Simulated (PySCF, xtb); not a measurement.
Si(H)3(NCO) (CH₃NOSi), SMILES C(=N[SiH3])=O.

GFN2-xTB (xtb) at its own geometry gives an orbital gap of 5.76 eV and a dipole moment of 2.66 D.

Geometry: PBE0-D3(BJ)/def2-SVP.

Question: What does ωB97X/def2-TZVPD in PySCF give? (The exact figures need the calculation; the answer reports its results.)

Answer: gap 12.50 eV (levels -11.05 and 1.44 eV), dipole 2.17 D.
